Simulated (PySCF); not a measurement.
An unknown is described by computed data only.

Elements present: C, Cl, F, H and O. Monoisotopic mass: 143.9790 u.

* Rotational structure: rotational constants A, B, C: 2.987, 1.119, 0.980 GHz [GFN2-xTB]
* 13C NMR: chemical shifts (computed TMS as zero) by class: 164.2 (1 C), 139.5 (1 C), 66.7 (1 C) ppm [GIAO PBE0/pcSseg-1]
* 1H NMR: chemical shifts (computed TMS as zero) by class: 8.13 (1 H), 4.95 (2 H) ppm [GIAO PBE0/pcSseg-1]
* Polarisability: 60.3 au [B3LYP/def2-SVPD]
* UV, first state: lowest singlet excitation: 5.95 eV (208 nm, f = 0.001) [TDDFT B3LYP/def2-SVPD]
* UV, strongest line: among the 8 lowest singlet transitions: S7 at 8.02 eV (155 nm, f = 0.072) [TDDFT B3LYP/def2-SVPD]
* Triplet: lowest triplet excitation (Tamm–Dancoff): 5.39 eV [TDA B3LYP/def2-SVPD]
* Dipole: 2.11 D [B3LYP/def2-SVPD]

Gas-phase values; electronic properties from PySCF, density fitting. Levels stand in brackets. One conformer (not necessarily the lowest) at the GFN2-xTB geometry, without solvent, vibrations or thermal averaging. NMR classes are plain means over equivalent atoms (diastereotopic ones count apart unless rotation or inversion swaps them), as if these changed places fast.

Question: Which formula fits the mass and the elements?

Answer: C3H3ClF2O2 (calculated 143.9790). No other formula that holds each of these elements comes within 0.0003 u with a fitting electron parity and a possible valence count.

Question: Give a SMILES that accounts for the data.

Answer: Numbering: `[O:1]=[CH:2][O:3][CH2:4][C:5]([F:6])([F:7])[Cl:8]`. Its formula, C3H3ClF2O2, gives 1 degree of unsaturation: 0 rings and 1 π bond in the structure found. 3 carbons fall into 3 classes; from least to most shielded: ester carbonyl carbon [C2] (164.2 ppm), CF2 carbon [C5] (139.5 ppm), sp3 carbon bound to oxygen [C4] (66.7 ppm). Hydrogen classes from least to most shielded: 1 H on an ester carbonyl carbon, C2 (8.13 ppm), 2 H on an sp3 carbon bound to oxygen, C4 (4.95 ppm, a mean of values up to 2.3 ppm apart in this geometry). S1 is mainly HOMO→LUMO (weight 0.97); the largest Löwdin shares of the orbital it empties are 0.66 on the ester carbonyl oxygen, 0.12 on the ester carbonyl carbon, 0.09 on the ester single-bonded oxygen and 0.06 on the formyl hydrogen, of the orbital it fills 0.42 on the ester carbonyl carbon, 0.31 on the ester carbonyl oxygen, 0.16 on the ester single-bonded oxygen and 0.08 on the formyl hydrogen. The optimised geometry has point group C1 and is an asymmetric top. Structure: `O=COCC(F)(F)Cl`. The assignments are read from this structure; whether some other isomer fits the data as well wasn't checked.

Shape of the structure used: `[O:1]=[CH:2][O:3][CH2:4][C:5]([F:6])([F:7])[Cl:8]`: O1–C2–O3–C4 -2°, C2–O3–C4–C5 -109°, O3–C4–C5–F6 -175°.
